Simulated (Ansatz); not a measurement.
C₃H₆Cl, SMILES C[C](C)Cl, multiplicity 2.

Coordinates come from a PBE0-D3(BJ)/def2-SVP optimisation. The isomer is the one that the SMILES or the coordinates give; other isomers of the formula were not compared.

Two levels are set side by side: PBE/def2-SVPD (Ansatz, a quantum-chemistry and plane-wave program) and CAM-B3LYP/def2-SVPD (Ansatz). Energy differences of separate SCF runs at the same geometry; the states with an electron removed or added have multiplicity 1 and 1. Differences are taken from unrounded values.

```
quantity                         CAM-B3LYP
-------------------------------  ---------
vertical ionisation energy (eV)       7.81
```

Question: What does PBE give, and how far is it from CAM-B3LYP? (The exact figures need the calculation; the answer reports its results.)

Answer: 
```
quantity                          PBE  PBE minus CAM-B3LYP
-------------------------------  ----  -------------------
vertical ionisation energy (eV)  7.48                -0.33
```
